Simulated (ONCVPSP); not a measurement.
## Pseudopotential generation for fluorine: ONCV, PBEsol, scalar-relativistic.

* Element: fluorine
* Generator: ONCVPSP 4.0.1
* Type: optimised norm-conserving Vanderbilt (ONCV)
* Functional: PBEsol
* Relativity: scalar-relativistic
* Frozen core: [He]
* Valence charge: 7
* Reference configuration: 2s2 2p5
* Partial waves: 2s: rc 0.55 bohr, ncon 3, nbas 7, qcut 14.9 1/bohr, 2 projectors, debl 1.3 Ha; 2p: rc 1.05 bohr, ncon 4, nbas 7, qcut 14 1/bohr, 2 projectors, debl 0.9 Ha; d scattering state at 0.3 Ha: rc 1.15 bohr, ncon 4, nbas 9, qcut 7.1 1/bohr, 3 projectors, debl 3.5 Ha
* Local potential: polynomial inside 0.40 bohr (lpopt 5, dvloc0 3 Ha)
* Core correction: none

* Cutoffs needed: 62 Ha and 191 Ha (the cutoffs (Ha) at which the residual kinetic energy of the hardest occupied pseudo-wave falls to 1 and 0.1 mHa per electron)
* Ghost test: ghosts flagged at negative energy: s at -469.5 eV; no localised positive-energy state flagged; a true bound ghost makes a file unfit for plane-wave use
* Largest excitation error: +547 meV (all-electron minus pseudo) for 2s2 2p1, out of 4 test configurations
